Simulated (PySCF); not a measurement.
**Correlation energy of C (carbon, neutral)**

[He] 2s2 2p1 3s1, high-spin 3P determinant (an excited configuration). Calculation: PySCF 2.14, in aug-cc-pwCVDZ (5s4p2d, 27 functions); no relativity, point nucleus. Frozen: nothing; 6 electrons correlated.

```csv
level,correlation energy (mhartree)
CCSD,-108.29
(T),-1.87
CCSD(T),-110.16
CCSDT,-110.92
```

Diagnostics: T1 = 0.011, D1 = 0.0327, largest double amplitude 0.125.

Task: Is a single reference adequate?

Result: Mostly. T1 lies below 0.03, but a double amplitude of this size points to a near-degeneracy that CCSD handles and MP2 describes poorly.
